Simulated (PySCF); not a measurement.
# Sc⁺ (scandium, charge +1): PBE0 calculation

Configuration: [Ar] 3d1 4s1, high-spin 3D determinant. Calculation: PySCF 2.14, in cc-pVDZ-DK; the spin-free X2C one-electron Hamiltonian (Gaussian nucleus).

* Total energy: -763.761 hartree
* One-electron energy: -1039.665 hartree
* Hartree (Coulomb) energy: 314.799 hartree
* Exchange-correlation energy: -38.895 hartree
* ⟨S²⟩: 2.0005
* ⟨L²⟩: 6.006
* Sum of ⟨r⟩: 16.87 bohr
* Sum of ⟨r²⟩: 29.67 bohr²
* Traceless quadrupole moment −½Σ⟨3z² − r²⟩ along its main axis: 0.837 e·bohr²
* Langevin diamagnetic susceptibility: -23.5 ×10⁻⁶ cm³/mol
* Time after the integrals: 0.8 s of wall time on 1 thread of Neoverse-V2 (shared host)

```
shell  electrons  mean orbital energy (eV)  spread (eV)  rms radius, mean of both spins (bohr)
 1s α          1                   -4438.2            0                                 0.0844
 1s β          1                   -4438.1            0                                 0.0844
 2s α          1                   -494.37            0                                  0.372
 2s β          1                   -494.07            0                                  0.372
 2p α          3                   -405.51        0.258                                  0.341
 2p β          3                   -405.26        0.494                                  0.341
 3s α          1                   -66.793            0                                   1.15
 3s β          1                   -65.702            0                                   1.15
 3p α          3                   -43.815        0.116                                   1.27
 3p β          3                   -42.650        1.311                                   1.27
 3d α          1                   -12.348            0                                   1.89
 4s α          1                   -10.817            0                                   3.57
```

Densities and radii are taken from the X2C orbitals without a picture-change correction, which distorts them close to the nucleus.
